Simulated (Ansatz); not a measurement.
System: iodine monochloride, ICl, net charge 0, singlet state. 
Geometry from a B3LYP-D3(BJ)/def2-TZVP (Ansatz, an electronic-structure program) optimisation:
```xyz
2

Cl     0.0000     0.0000    -1.7753
I      0.0000     0.0000     0.5694
```
Charge 0, spin multiplicity 1.

Basis-set convergence of Hartree-Fock and MP2 correlation energies (hartree) with Ansatz. Valence correlation only, unless marked. Spin-orbit coupling is left out. The frozen core is the preceding noble-gas configuration, with the filled d and f shells of earlier blocks. Past Kr the def2 sets carry scalar-relativistic core potentials.

```tsv
basis	functions	E(HF)	E(corr, MP2)
def2-SVP	44	-755.99195	-0.22878
def2-TZVPP	92	-756.16528	-0.32640
def2-QZVPP	152	-756.18090	-0.36632
```

Extrapolating the two largest sets (X = 3 and 4) as X^-3: E(corr) = (64·(-0.36632) - 27·(-0.32640))/37 = -0.3955 Eh, an estimate of the basis-set limit. The largest set recovers 92.6 % of it, the smallest 57.9 %.
